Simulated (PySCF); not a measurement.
Simulation results for AlBGeH$_{5}$O

All values are calculated (PySCF 2.14.0). Calculation on a computer-drawn molecule: optimised geometry and harmonic frequencies of an isolated molecule of the commonest isotopes, restricted reference for singlets and unrestricted otherwise, frozen core in MP2; on germanium a core potential holds 10 electrons, which the energies leave out, and 3d is frozen in MP2 and coupled-cluster steps.

```json
{"formula": "AlBGeH5O", "start_structure": {"atoms_angstrom": [["Al", 0.2609, -3.9398, -0.8144], ["B", 0.5236, -1.9647, -1.3153], ["O", 0.48, -0.6841, -0.9931], ["Ge", 0.2521, 0.7317, 0.005], ["H", -0.0549, -4.6859, 0.4694], ["H", 0.5598, -4.9775, -1.9754], ["H", -0.865, 1.5308, -0.7095], ["H", -0.0791, 0.3792, 1.3777], ["H", 1.5694, 1.4278, -0.1896]]}, "given": {"charge": 0, "multiplicity": 2, "method": "HF", "basis": "cc-pV(D+d)Z", "basis_and_core_potential_on_germanium": "cc-pVDZ-PP ECP10MDF", "drawn_bonds_atom": [1, 2, 3, 1, 1, 4, 4, 4], "drawn_bonds_other_atom": [2, 3, 4, 5, 6, 7, 8, 9], "drawn_bonds_order": [1, 1, 1, 1, 1, 1, 1, 1]}, "results": {"rotational_constants [GHz]": null, "spin_squared": null, "total_energy [hartree]": null}}
```

Questions
1. Estimate the rotational constants of AlBGeH$_{5}$O.
2. Give the missing spin squared for AlBGeH$_{5}$O.
3. Estimate the total energy of AlBGeH$_{5}$O.

## Answers
1. 20.83, 0.9626, 0.9447 GHz
2. 0.7574
3. -637.7509 hartree

Further results for AlBGeH$_{5}$O:

- convergence status largest gradient component: 3.639e-06 hartree/bohr

Optimised structure:
```xyz
9
AlBGeH5O
Al     0.2961    -3.9870    -0.7801
B      0.6771    -1.9867    -0.9332
O      0.8887    -0.7179    -0.9992
Ge     0.2132     0.7400    -0.1245
H      1.1797    -4.8343     0.2211
H     -0.8230    -4.6009    -1.7138
H     -0.3958     1.5973    -1.2212
H     -0.8101     0.2197     0.8735
H      1.4209     1.3871     0.5321
```

Modes:
```
frequency (cm⁻¹)  reduced mass (dalton)
           38.34                  1.219
           73.36                   8.52
           140.4                  1.143
           256.1                  6.004
           273.4                  2.208
           410.8                  3.545
           470.9                  1.452
           548.3                  1.789
           663.6                  7.703
           689.5                  1.111
             694                  1.217
           787.6                  1.068
           933.1                  1.063
             946                  1.025
             951                  1.025
            1558                  10.79
            1975                  1.062
            1979                  1.022
            2286                  1.022
            2293                  1.025
            2299                  1.014
```
